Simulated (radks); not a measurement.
Q: Sb4+, configuration [Kr] 4d9 5s1 4f1 (not the ground configuration). All-electron calculation, scalar-relativistic Kohn-Sham, PBE, spin-unpolarised, spherical densities, finite nucleus; Fermi nuclear charge, rms radius 4.6802 fm. Program: a radial shooting solver on a logarithmic mesh with Libxc functionals. Some entries of the table are withheld. Estimate them.

| orbital | occ. | eigenvalue (eV) | <r> (bohr) | <r^2> (bohr^2) |
|---|---|---|---|---|
| 1s | 2 | -30357.62 | 0.02842 | 0.001094 |
| 2s | 2 | -4664.977 | (1) | 0.01773 |
| 2p | 6 | -4193.648 | 0.1071 | 0.01401 |
| 3s | 2 | -956.6613 | 0.3304 | 0.1248 |
| 3p | 6 | -802.9896 | 0.3286 | 0.1253 |
| 3d | 10 | -568.5718 | (2) | 0.1104 |
| 4s | 2 | -199.4336 | 0.7864 | 0.6986 |
| 4p | 6 | (3) | (4) | 0.8116 |
| 4d | 9 | -82.6163 | 0.9911 | 1.147 |
| 5s | 1 | -52.9259 | 1.903 | 4.047 |
| 5p | 0 | -41.5307 | 2.171 | 5.279 |
| 6s | 0 | -23.7984 | 3.804 | 16.08 |
| 4f | 1 | -21.8771 | 2.276 | 6.384 |

A: 
(1) 2s <r> (bohr): 0.1226
(2) 3d <r> (bohr): 0.3052
(3) 4p eigenvalue (eV): -152.0376
(4) 4p <r> (bohr): 0.8441
